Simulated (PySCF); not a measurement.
# A small calculation by hand: refractive index and permittivity of the vapour

BFH4O3Si, SMILES B(O)(O[SiH2]F)O.

The structure is a stationary point at PBE0-D3(BJ)/def2-SVP. This is a generated structure with no PubChem entry under its InChIKey; it may be hypothetical. Other conformers were not sampled.

M06-2X/def2-TZVP (PySCF) gives a mean static polarisability of 45.1 bohr³ and a dipole moment of 2.55 D. Take an ideal gas at 298.15 K and 0.01 bar, whether or not the substance is that volatile.

Work out n − 1 in the optical limit and the static ε − 1.


Polarisability volume α' = 45.1 × 0.148185 = 6.68 Å³. Number density N = p/kT = 2.43e-7 Å⁻³.
Dilute limit of Lorentz–Lorenz: n − 1 = 2π N α' = 1.0e-5.
Orientation term of Debye: μ²/(3kT) = 8.098 Å³ × μ²(D²) = 52.66 Å³.
ε − 1 = 4π N (α' + μ²/3kT) = 0.00018. Orientation of the dipole supplies 89 % of the static response; it can't follow optical fields. Vibrational polarisation and dispersion are left out.
